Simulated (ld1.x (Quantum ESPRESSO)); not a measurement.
## An all-electron radial function and its pseudo partner (Ni (Z = 28))

Columns: radius, all-electron u(r) and pseudo u(r) of the 3p shell (level -75.81 eV) of nickel in the configuration [Ne] 3s2 3p6 3d8 4s1.5 4p0; PW91, scalar-relativistic, RRKJ scheme, ld1.x (Quantum ESPRESSO) 7.5.

```
r (bohr)  all-electron   pseudo
   0.097        0.5893  -0.0732
   0.194        0.4627  -0.2727
   0.291       -0.1266  -0.5454
   0.388       -0.6799  -0.8233
   0.485       -1.0354  -1.0459
   0.582       -1.1965  -1.1760
   0.679       -1.2167  -1.2062
   0.776       -1.1511  -1.1532
   0.873       -1.0415  -1.0468
   0.970       -0.9151  -0.9176
   1.067       -0.7878  -0.7880
   1.164       -0.6684  -0.6684
   1.261       -0.5611  -0.5611
   1.358       -0.4672  -0.4672
   1.455       -0.3866  -0.3866
   1.552       -0.3184  -0.3184
   1.649       -0.2612  -0.2612
   1.746       -0.2135  -0.2135
   1.843       -0.1742  -0.1742
   1.940       -0.1418  -0.1418
   2.037       -0.1152  -0.1152
   2.134       -0.0934  -0.0934
   2.231       -0.0757  -0.0757
   2.328       -0.0612  -0.0612
   2.425       -0.0495  -0.0495
   2.522       -0.0400  -0.0400
```

Task: How many radial nodes do the two functions have?

Result: The all-electron 3p function has n − l − 1 = 1; the pseudo-wave has 0, since the states of the same l below it are removed with the core.

Task: At about which radius was the pseudo-wave matched?

Result: 1.12 bohr, where the columns begin to agree (steps of 0.10 bohr).

Task: Is the pseudo-wave norm-conserving?

Result: Yes: the RRKJ scheme keeps the norm inside the radius equal to the all-electron one, which fixes the energy derivative of the logarithmic derivative at the level.
